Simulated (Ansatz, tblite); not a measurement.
Forces on the cluster K6⁻ at its r2SCAN/def2-SVPD geometry. The state is a doublet with charge -1.

The xTB rows come from tblite. At PBE/def2-TZVPD the highest occupied level of the charge -1 doublet lies above zero (up to 0.00 eV). It is a level of β spin, whose loss leaves a triplet; that state wasn't run at this geometry and level. The electron is either unbound and held by the finite basis, or the level is raised by self-interaction error. The geometry of the doublet was relaxed on an unsound state (⟨S²⟩ 1.38, where a pure state has 0.75). Another isomer (doublet) lies 0.03 eV lower at PBE0/def2-TZVPD; other spin states weren't run for this one.

GFN1-xTB (tblite), largest force 0.83 eV/Å:

```xyz
6
positions Å, forces eV/Å
K     2.376    2.257    2.496   -0.170   -0.218   -0.264
K     1.567   -2.422   -2.865   -0.085    0.234    0.259
K     0.734   -1.828    1.463   -0.201    0.595   -0.473
K     0.529    1.739   -1.623   -0.154   -0.597    0.558
K    -2.361    1.639    1.920    0.278   -0.191   -0.236
K    -2.846   -1.384   -1.391    0.333    0.177    0.155
```

GFN2-xTB (tblite), largest force 0.28 eV/Å:

```
K 0.121 -0.059 -0.060
K 0.132 0.050 0.036
K 0.039 -0.167 0.128
K 0.013 0.151 -0.134
K -0.186 -0.127 -0.166
K -0.119 0.151 0.195
```

PBE/def2-TZVPD (Ansatz), largest force 0.06 eV/Å:

```
K -0.038 -0.034 -0.038
K -0.013 0.020 0.023
K 0.005 0.035 -0.011
K 0.010 -0.018 0.027
K 0.016 -0.038 -0.037
K 0.019 0.036 0.035
```
